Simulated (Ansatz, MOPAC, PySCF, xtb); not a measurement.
Two conformers of C3H9B (SMILES BCCC), B3LYP-D3(BJ)/def2-TZVP minima.
Conformer 1 (charge 0, multiplicity 1):
```xyz
13

B      1.6052     0.8819    -0.0605
C      0.7817    -0.3315    -0.5660
C     -0.4062    -0.7983     0.2803
C     -1.5534     0.2088     0.2661
H      1.5285     1.2557     1.0728
H      2.3856     1.4244    -0.7836
H      1.5533    -1.1249    -0.6050
H      0.4927    -0.2120    -1.6173
H     -0.7700    -1.7657    -0.0782
H     -0.0744    -0.9551     1.3109
H     -2.3944    -0.1300     0.8738
H     -1.9199     0.3701    -0.7510
H     -1.2286     1.1765     0.6576
```
Conformer 2 (charge 0, multiplicity 1):
```xyz
13

B     -2.11564     0.37875    -0.54374
C     -0.72040    -0.29235    -0.65973
C      0.48067     0.41375    -0.02610
C      1.79464    -0.34060    -0.20740
H     -3.07061    -0.15429    -1.02446
H     -2.27204     1.42387     0.01502
H     -0.53830    -0.47209    -1.73209
H     -0.81748    -1.31628    -0.26362
H      0.57279     1.41701    -0.45284
H      0.28785     0.56141     1.04075
H      1.74016    -1.33584     0.24134
H      2.63022     0.18840     0.25518
H      2.02813    -0.47173    -1.26718
```

No zero-point or thermal terms.

Correlated levels freeze the cores. Rows in 3-21G, 6-31G* carry no dispersion term and start afresh at each structure (6-31G* with six Cartesian d functions). MP2/6-31G* freezes PySCF's default core. The state that PM6, PM7 reach isn't checked; PM7 holds dispersion and hydrogen-bond terms.

Run with Ansatz (Gaussian basis) for Hartree–Fock, density functionals and correlated methods; MOPAC for PM6, PM7 (differences of heats of formation); PySCF for 3-21G rows, 6-31G* rows, M06-2X, the dispersion terms; xtb for the GFN methods. Each number belongs to the level named beside it.

```csv
level,electronic energy of conformer 2 less that of conformer 1 (meV)
PM6,-16.4
PM7,-22.2
GFN2-xTB,-9.4
HF/3-21G,-9.9
BHLYP-D3(BJ)/def2-TZVPP,2.2
M06-2X/def2-TZVPP,8.5
CAM-B3LYP/def2-TZVPP,-4.7
MP2/6-31G*,1.7
SCS-MP2/cc-pVDZ,[?]
```

Problem. Complete the blanks.

Solution. 
- SCS-MP2/cc-pVDZ, electronic energy of conformer 2 less that of conformer 1 (meV): 3.7

Ansatz is a quantum-chemistry and plane-wave program.
